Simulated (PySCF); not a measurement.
## Computed properties of C2H2F3, SMILES F[C](CF)F

C₂H₂F₃, SMILES F[C](CF)F (connectivity only; charge and spin as stated), charge +1, multiplicity 1. The structure is a stationary point at ωB97X-D3(BJ)/def2-SVP. The spin state was assumed, not searched. The isomer is the one that the SMILES or the coordinates give; other isomers of the formula were not compared. The values are those of a single conformer. All values are computed for the isolated molecule unless a solvent is named; none is compared with measurement here.

**Structure.** The optimised structure has Cs symmetry. All 15 harmonic modes at ωB97X-D3(BJ)/def2-SVP (PySCF) are real, so it is a minimum. With heavy atoms numbered as in [F:1][CH2:2][C:3]([F:4])[F:5], the shortest bond between them is C3–F4 at 1.239 Å and the longest C2–C3 at 1.487 Å.

**Vibrations.** The strongest infrared lines (harmonic, unscaled, degenerate partners summed) lie at 1654 cm⁻¹ (345 km/mol, C 72 %, F 26 %), 1574 cm⁻¹ (202 km/mol, C 70 %, F 20 %, H 10 %), 1388 cm⁻¹ (152 km/mol, H 62 %, C 28 %, F 9 %). The softest mode is at 123 cm⁻¹ and the zero-point energy is 26.3 kcal/mol.

**Electronic structure.** CAM-B3LYP/def2-TZVP (PySCF) places the frontier levels at -18.49 and -8.82 eV, a gap of 9.67 eV and a mean polarisability of 23.8 bohr³. PBE/def2-TZVP (PySCF) at the same geometry gives -15.10 and -11.06 eV, so its gap is 5.63 eV narrower. An orbital gap is neither the optical nor the fundamental gap.

**Excitations.** TDDFT-ωB97X/def2-SVPD (PySCF) has S1 at 6.37 eV (195 nm, f = 0.074, bright); the most intense of the 10 singlets computed lies at 10.23 eV (f = 0.11). T1 (TDA) is at 5.61 eV. TDDFT-PBE/def2-SVPD (PySCF) puts S1 at 4.46 eV. No vertical singlet excitation falls in the visible range (under 3.1 eV).

**NMR.** GIAO shifts at PBE0/pcSseg-1 (PySCF) (non-relativistic, atoms alike by connectivity averaged): ¹³C from 85.2 to 223.0 ppm against TMS; ¹H at 7.1 ppm against TMS; ¹⁹F from -256.2 to 122.6 ppm against CFCl3.

**Solvation.** SMD-PBE0/def2-SVP (PySCF) gives -72.0 kcal/mol in water, -67.2 kcal/mol in 1-octanol, -71.7 kcal/mol in 2-propanol (1 M in both phases, gas-phase geometry); of these solvents water holds the molecule best.
